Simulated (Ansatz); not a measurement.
A structure drawn as `C[NH2+][Ga-]([F])([F])[F]`, with this starting geometry:

```xyz
11

C     0.2908    0.3136   -1.3659
N    -0.6375   -0.1832   -0.3417
Ga    0.1337   -0.2189    1.4422
F     1.4664   -1.2595    1.4607
F    -1.1251   -0.8305    2.5839
F     0.5861    1.4638    1.9115
H    -0.1474    0.3247   -2.3312
H     1.1875   -0.3365   -1.3195
H     0.6410    1.3969   -1.0621
H    -1.4803    0.4610   -0.3640
H    -0.9152   -1.1315   -0.6140
```

Charge 0, multiplicity 1.

**Question.** Does it keep its bonds when Ansatz relaxes it at PBE-D4/def2-SVP and then PBE0-D4/def2-TZVP?

**Answer.** Yes, every drawn bond is still there and no new one forms.

**Question.** Give the relaxed structure. (Best estimate.)

**Answer.** Ansatz gave: 
Z-matrix (Å, degrees):
```
C
N 1 1.476
H 1 1.089 2 108.5
H 1 1.089 2 108.5 3 -117.7
H 1 1.091 2 111.6 3 121.1
Ga 2 2.039 1 112.1 3 58.9
H 2 1.016 1 110.7 3 -62.2
H 2 1.016 1 110.7 3 179.9
F 6 1.757 2 101.7 1 -179.8
F 6 1.759 2 100.2 1 -59.3
F 6 1.759 2 100.2 1 59.8
```
All modes are real.

Atoms count as bonded under 1.1 times the sum of their covalent radii (H–H under 0.85 Å, pairs among N, O and F under 1.55 Å), and a drawn bond as lost past 1.3 times.
